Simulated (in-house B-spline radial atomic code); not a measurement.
PBE excitations of Cu XVIII (Cu17+)

Method: PBE. Computed with an all-electron radial atomic-structure program (B-spline basis): linear response of the closed shell [Ne] 3s2 with the functional's adiabatic kernel; non-relativistic, point nucleus, no spin-orbit coupling, no double excitations, S, P, D and F terms only.

Without relativity these are model numbers for so heavy an element.

Command:
```bash
python run_td.py task.json out
```
Settings (radii: box in bohr, nucleus in fm):
```
Z                        29
electrons                12
configuration            [Ne] 3s2
hamiltonian              nr
method                   pbe,pbe
box_radius               6.43
intervals                49
```

Time taken, with all properties: 0.1 s on 1 thread of Intel(R) Xeon(R) 6975P-C (Granite Rapids), on a shared host.

The lowest states, in the order of their Tamm-Dancoff energies; the method's threshold (minus the highest occupied level) is 609.20 eV. Labels give the largest channel, * marks a mixed state, and oscillator strengths are full-response dipole values. Semilocal kernels can invert the small singlet-triplet splittings of Rydberg terms. Energies in eV:

| state | full response | Tamm-Dancoff | oscillator strength |
| --- | --- | --- | --- |
| 3s → 3p 3P | 32.51 | 33.12 | - |
| 3s → 3p 1P | ? | ? | ? |
| 3s → 3d 3D | 91.02 | 91.25 | - |
| 3s → 3d 1D | 97.79 | 97.80 | - |
| 3s → 4s 3S | 294.85 | 294.86 | - |
| 3s → 4s 1S | 298.53 | 298.58 | - |
| 3s → 4p 3P | 310.58 | 310.59 | - |
| 3s → 4p 1P | 311.81 | 311.84 | 0.504 |
| 3s → 4d 3D | 332.08 | 332.09 | - |
| 3s → 4d 1D | ? | ? | - |
| 3s → 4f 3F | 340.86 | 340.93 | - |
| 3s → 4f 1F | 343.14 | 343.15 | - |
| 3s → 5s 3S | 419.85 | 419.85 | - |
| 3s → 5s 1S | 421.00 | 421.02 | - |
| 3s → 5p 3P | 427.51 | 427.51 | - |
| 3s → 5p 1P | 427.88 | 427.89 | 0.15 |

Task: Where does 3s → 4d 1D lie?

Result: At 332.66 eV in full response, 332.67 eV in Tamm-Dancoff.

Task: Where does 3s → 3p 1P lie?

Result: At 48.71 eV in full response, 50.09 eV in Tamm-Dancoff, oscillator strength 0.64.

Task: How large is the singlet-triplet splitting of 3s → 3p (P terms) in Tamm-Dancoff?

Result: 17 eV, from the unrounded values.

Task: What polarisabilities and dispersion coefficient does the method give?

Result: Dipole 0.2087 bohr³, quadrupole 0.03381 bohr⁵, C6 0.06353 hartree·bohr⁶ for two such species.
